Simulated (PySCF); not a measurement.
# A survey of 19F NMR shifts

[PySCF: geometry: GFN2-xTB; GIAO PBE0/pcSseg-1 shieldings; rapidly exchanging positions averaged; a single conformation; no solvent; non-relativistic Hamiltonian]

Shieldings were converted by a linear fit to measured shifts: 19F (scatter 6.0 ppm rms, 7.0 ppm with the 5 outliers that the fit left out vs CFCl3, solution or neat liquid, with a term for F on sp3 carbon). Occasional misses reach two or three times the rms, and more in compound classes unlike the fitted ones.

**Question.** Give the 19F shifts of `F[C@@H]1CCN[Si@H]1[C@@H]1C[C@@H]1F`, `C=C(F)[C@@H]1C[C@@H](F)CN1[SiH3]`.

**Answer.** 
| compound | environment | δ (ppm) |
| --- | --- | --- |
| [F:1][C@@H:2]1[CH2:3][CH2:4][NH:5][Si@H:6]1[C@@H:7]1[CH2:8][C@@H:9]1[F:10] | F10: fluorine on an sp3 carbon | -207.3 |
| [F:1][C@@H:2]1[CH2:3][CH2:4][NH:5][Si@H:6]1[C@@H:7]1[CH2:8][C@@H:9]1[F:10] | F1: fluorine on an sp3 carbon | -233.7 |
| [CH2:1]=[C:2]([F:3])[C@@H:4]1[CH2:5][C@@H:6]([F:7])[CH2:8][N:9]1[SiH3:10] | F3: vinylic fluorine | -100.8 |
| [CH2:1]=[C:2]([F:3])[C@@H:4]1[CH2:5][C@@H:6]([F:7])[CH2:8][N:9]1[SiH3:10] | F7: fluorine on an sp3 carbon | -167.9 |

**Question.** Order these by 19F shift, lowest first.
A. CC[C@@H](C)[C@@H](F)C#N
B. FC1=CCC[P@H]1=S
C. C=C1C[C@@H](N)C[C@H]1F

**Answer.** A (-198.7 ppm, fluorine on an sp3 carbon), C (-179.3 ppm, fluorine on an sp3 carbon), B (-129.8 ppm, vinylic fluorine).
